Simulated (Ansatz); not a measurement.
Basis sets compared for the cluster Sn₅H₂. Charge 0, multiplicity 1. Geometry PBE-D4/def2-SVP. Ansatz on 4 threads of Arm Neoverse V1 on a shared host; times are rough, and most runs start from earlier orbitals.

```xyz
7

Sn   -0.699   -1.998    0.343
Sn    1.536    0.364   -1.452
Sn   -0.836    1.634    1.110
Sn   -1.307    0.230   -1.324
Sn    1.307   -0.230    1.324
H    -2.512    0.443   -2.546
H     2.512   -0.443    2.546
```

In the def2 sets Sn takes a core potential; there is no spin–orbit coupling. The restricted singlet is unstable towards broken spin symmetry in Hartree–Fock (as tested in another run); at PBE-D4/def2-SVP, PBE-D4/def2-TZVP, PBE0-D4/def2-SVP, PBE0-D4/def2-TZVP this wasn't settled. The structure comes from a short search, and lower isomers may exist.

Binding counts from free atoms (Sn triplet, H doublet) in the same basis, without a counterpoise term.

```tsv
level	functions	energy (Eh)	HOMO (eV)	LUMO (eV)	binding per atom (eV)	wall time
PBE-D4/def2-SVP	140	-1072.8385	-5.05	-2.94	2.41	2.3 s
PBE0-D4/def2-SVP	140	-1072.8689	-5.72	-2.45	2.32	4.7 s
```

Task: Estimate the rows for PBE-D4/def2-TZVP (with forces), PBE0-D4/def2-TZVP.

Result: 
```csv
level,functions,energy (Eh),HOMO (eV),LUMO (eV),binding per atom (eV),wall time
PBE-D4/def2-TZVP (with forces),262,-1072.8724,-5.05,-2.97,2.44,6.5 s
PBE0-D4/def2-TZVP,262,-1072.8998,-5.70,-2.45,2.35,17 s
```
